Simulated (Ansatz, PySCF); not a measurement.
This Ansatz (a program for electronic structure) input computes a CAM-B3LYP/def2-TZVPD energy:

Ansatz 0.2 input:
```yaml
crystal:
  periodic: [false, false, false]
  atoms:
    - {symbol: N, position_ang: [1.80042323, 0.43294750, -0.25388330]}
    - {symbol: C, position_ang: [0.57349277, 0.13340330, 0.48361393]}
    - {symbol: C, position_ang: [-0.55146146, -0.21477056, -0.47993405]}
    - {symbol: N, position_ang: [-1.77873919, -0.51303223, 0.25750517]}
    - {symbol: H, position_ang: [2.58130902, 0.55519404, 0.37861001]}
    - {symbol: H, position_ang: [1.70399252, 1.29568317, -0.77734141]}
    - {symbol: H, position_ang: [0.23887006, 0.95478070, 1.13787577]}
    - {symbol: H, position_ang: [0.75705692, -0.72728797, 1.12901141]}
    - {symbol: H, position_ang: [-0.26187200, -1.10155674, -1.04630088]}
    - {symbol: H, position_ang: [-0.66119244, 0.60496401, -1.20841610]}
    - {symbol: H, position_ang: [-2.50030647, -0.85435721, -0.36508019]}
    - {symbol: H, position_ang: [-2.14183376, 0.32137664, 0.70420897]}
basis:
  gaussian:
    orbitals: def2-TZVPD
hamiltonian:
  xc: {name: CAM-B3LYP}
output: {forces: true}
```

Q: Write an input for the same energy in PySCF and say what it gives.

A: 
```python
from pyscf import gto, scf, dft

mol = gto.M(
    atom='''
    N     1.80042323    0.43294750   -0.25388330
    C     0.57349277    0.13340330    0.48361393
    C    -0.55146146   -0.21477056   -0.47993405
    N    -1.77873919   -0.51303223    0.25750517
    H     2.58130902    0.55519404    0.37861001
    H     1.70399252    1.29568317   -0.77734141
    H     0.23887006    0.95478070    1.13787577
    H     0.75705692   -0.72728797    1.12901141
    H    -0.26187200   -1.10155674   -1.04630088
    H    -0.66119244    0.60496401   -1.20841610
    H    -2.50030647   -0.85435721   -0.36508019
    H    -2.14183376    0.32137664    0.70420897
    ''',
    basis='def2-tzvpd',
    charge=0,
    spin=0,
    verbose=4,
)

mf = dft.RKS(mol, xc='camb3lyp').density_fit(auxbasis='def2-universal-jkfit')
mf.grids.level = 3
mf.conv_tol = 1e-9
mf.max_cycle = 100
mf.max_memory = 1500
mf.kernel()
if not mf.converged:
    mf = mf.newton()
    mf.kernel(mf.make_rdm1())
mf.analyze()
```
It gives -190.50043 Eh, and Ansatz -190.50033 Eh, a difference of 0.10 mEh, from the treatment of integrals and grids.
